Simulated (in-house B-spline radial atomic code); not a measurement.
Values are calculated unless marked as measured or tabulated.
## neutral europium at several levels of theory

Ground configuration [Xe] 4f7 6s2. All numbers come from an all-electron radial atomic-structure program (B-spline basis), all electrons, at the radial basis limit. Mean-field, RPA, GW and linear-response runs are scalar-relativistic (one-electron X2C), no spin-orbit coupling, without Breit or QED terms, open shells spin-polarised at highest spin.

Without the two-electron picture change, the correlation of inner shells comes somewhat too large for so heavy an element.

**Ionisation energy.** The reference is 5.670 eV (NIST, measured).

| method | value (eV) | minus reference (eV) |
| --- | --- | --- |
| minus the highest LDA VWN5 level | 3.59 | -2.08 |
| LDA VWN5, difference of total energies | 5.82 | +0.15 |
| minus the highest PBE level | 3.45 | -2.22 |
| PBE, difference of total energies | 5.60 | -0.07 |
| G0W0 on PBE | 5.70 | +0.03 |
| exact exchange + RPA on PBE | 6.06 | +0.39 |
| exact exchange + RPA + SOSEX on PBE | 5.77 | +0.10 |
| minus the highest r2SCAN level | 3.46 | -2.21 |
| r2SCAN, difference of total energies | 5.27 | -0.40 |
| minus the highest PBE0 level | 3.96 | -1.71 |
| PBE0, difference of total energies | 5.51 | -0.17 |
| G0W0 on PBE0 | 5.78 | +0.11 |
| minus the highest B3LYP (VWN-RPA) level | 3.88 | -1.79 |
| B3LYP (VWN-RPA), difference of total energies | 5.70 | +0.03 |
| minus the highest CAM-B3LYP level | 4.77 | -0.90 |
| minus the highest LC-wPBE level | 5.49 | -0.18 |
| minus the highest Hartree-Fock level | 4.80 | -0.87 |
| Hartree-Fock, difference of total energies | 4.63 | -1.04 |
| G0W0 on Hartree-Fock | 5.72 | +0.05 |
| MP2, difference of total energies | 5.67 | 0.00 |

Problem. Which methods come closest, and which lies farthest off?

Solution. Closest: MP2, difference of total energies (0.00 eV) and G0W0 on PBE (+0.03 eV). Farthest: minus the highest PBE level (-2.22 eV). The PBE level misses by -2.2 eV while the PBE energy difference misses by -0.07 eV: the semilocal potential lacks the −1/r tail and the energy is convex in the electron number, but total energies at whole numbers are far better.
